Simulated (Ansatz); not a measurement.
System: GeBr2 (charge 0, singlet). 
Structure (B3LYP-D3(BJ)/def2-TZVP (Ansatz, a first-principles code) minimum search):
```xyz
3

Ge    -0.0024    -0.0017     1.0279
Br     1.0252    -1.5196    -0.4700
Br    -1.0230     1.5212    -0.4697
```
Charge 0, spin multiplicity 1.

Wanted: vertical ionisation energy (to the doublet state of charge +1; each state is the SCF solution reached for its spin), in eV. Valence correlation only, unless marked. UHF or UKS for open shells. No spin-orbit coupling. Frozen are the shells of the preceding noble gas and the d and f shells that filled before the atom's block. Non-relativistic. CBS marks a two-point X^-3 extrapolation of the correlation energy; Hartree-Fock from the larger set. The bracket is a focal-point correction in the basis named.

```
level                                                          program  vertical ionisation energy (eV)  minus last row
-------------------------------------------------------------  -------  -------------------------------  --------------
HF/aug-cc-pVDZ                                                  Ansatz                             9.33           -0.64
HF/aug-cc-pVQZ                                                  Ansatz                             9.22           -0.75
SVWN5/def2-TZVPD                                                Ansatz                             9.89           -0.08
PBE/def2-TZVPD                                                  Ansatz                             9.65           -0.32
r2SCAN/def2-TZVPD                                               Ansatz                             9.81           -0.16
BHLYP/def2-TZVPD                                                Ansatz                             9.91           -0.06
CAM-B3LYP/def2-TZVPD                                            Ansatz                            10.01            0.04
wB97M-V/def2-TZVPD                                              Ansatz                             9.97            0.00
wB97X-V/def2-TZVPD                                              Ansatz                            10.01            0.04
B2PLYP/def2-TZVPD                                               Ansatz                             9.83           -0.14
MP2/aug-cc-pVDZ                                                 Ansatz                             9.87           -0.10
MP2/aug-cc-pVTZ                                                 Ansatz                             9.93           -0.04
RI-MP2/aug-cc-pVQZ                                              Ansatz                            10.00            0.03
RI-MP2/CBS(aug-cc-pVTZ,aug-cc-pVQZ)                             Ansatz                            10.06            0.09
SCS-MP2/aug-cc-pVDZ                                             Ansatz                             9.87           -0.10
SCS-MP2/aug-cc-pVTZ                                             Ansatz                             9.94           -0.03
CCSD/aug-cc-pVDZ                                                Ansatz                             9.80           -0.17
CCSD(T)/aug-cc-pVDZ                                             Ansatz                             9.76           -0.21
CCSD(T)/aug-cc-pVTZ                                             Ansatz                             9.84           -0.13
RI-MP2/CBS(aug-cc-pVTZ,aug-cc-pVQZ)+[CCSD(T)-MP2]/aug-cc-pVDZ   Ansatz                             9.96           -0.01
RI-MP2/CBS(aug-cc-pVTZ,aug-cc-pVQZ)+[CCSD(T)-MP2]/aug-cc-pVTZ   Ansatz                             9.97            0.00
```
